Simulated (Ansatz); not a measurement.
Reaction R1 + 0.5 R2 → P1 + P2, each structure at its B3LYP-D3(BJ)/def2-TZVP stationary point, reached from a drawn start (curvature not checked).
R1, BCl2 (SMILES Cl[B]Cl) (charge 0, multiplicity 2):
```xyz
3

Cl    -1.377     0.730    -0.016
B     -0.095    -0.377    -0.354
Cl     1.473    -0.354     0.370
```
R2: O2 (SMILES O=O), charge 0, multiplicity 3.
P1, BClO (SMILES O=BCl) (charge 0, multiplicity 1):
```xyz
3

Cl    -1.3904    -0.0030    -0.6282
B      0.1463     0.0001     0.0659
O      1.2441     0.0030     0.5622
```
P2: Cl atom, charge 0, multiplicity 2.

Quantity: the reaction energy.

P less R. No zero-point or thermal terms; singlets are restricted closed shells; open shells are unrestricted; no spin–orbit coupling.

Frozen-core correlation throughout. CBS: X⁻³ extrapolation of the correlation energy, Hartree–Fock from the larger set.

Run with Ansatz (Gaussian basis) for Hartree–Fock, density functionals and correlated methods. Each number belongs to the level named beside it.

Costs are ratios of core time to PBE/def2-TZVPP (roughly 5 s), for whole runs (searches for the state included, and forces where a run took them) on one shared machine, so rough; each difference counts from -220.1 kJ/mol (CCSD(T)/CBS(cc-pV(T+d)Z, cc-pV(Q+d)Z), a level with limits of its own).

```json
[
 {"level": "SVWN5/def2-TZVPP", "basis functions": "115", "cost": "×0.8"},
 {"level": "revPBE/def2-TZVPP", "basis functions": "115", "cost": "×1"},
 {"level": "PBE/def2-TZVPP", "basis functions": "115", "cost": "×1"},
 {"level": "BLYP/def2-TZVPP", "basis functions": "115", "cost": "×1"},
 {"level": "BHLYP/def2-TZVPP", "basis functions": "115", "cost": "×1"},
 {"level": "B3LYP/def2-TZVPP", "basis functions": "115", "cost": "×1"},
 {"level": "B2PLYP/def2-TZVPP", "basis functions": "115", "cost": "×2"},
 {"level": "r2SCAN/def2-TZVPP", "basis functions": "115", "cost": "×2"},
 {"level": "CCSD(T)/cc-pV(D+d)Z", "basis functions": "60", "cost": "×2"},
 {"level": "B97M-V/def2-TZVPP", "basis functions": "115", "cost": "×2"},
 {"level": "CCSD(T)/cc-pV(T+d)Z", "basis functions": "108", "cost": "×7"},
 {"level": "CCSD(T)/cc-pV(Q+d)Z", "basis functions": "183", "cost": "×20"}
]
```

What does the step from CCSD(T)/cc-pV(T+d)Z to CCSD(T)/cc-pV(Q+d)Z cost and buy?

108 to 183 functions, cost ×4 (rough); the difference goes from -2.5 to -1.1 kJ/mol.

Each difference (kJ/mol): SVWN5/def2-TZVPP 57.0; revPBE/def2-TZVPP 42.8; PBE/def2-TZVPP 46.3; BLYP/def2-TZVPP 11.6; BHLYP/def2-TZVPP 1.5; B3LYP/def2-TZVPP 8.4; B2PLYP/def2-TZVPP 2.4; r2SCAN/def2-TZVPP 50.3; CCSD(T)/cc-pV(D+d)Z 0.0; B97M-V/def2-TZVPP 22.3; CCSD(T)/cc-pV(T+d)Z -2.5; CCSD(T)/cc-pV(Q+d)Z -1.1.

Ansatz is a quantum-chemistry and plane-wave program.
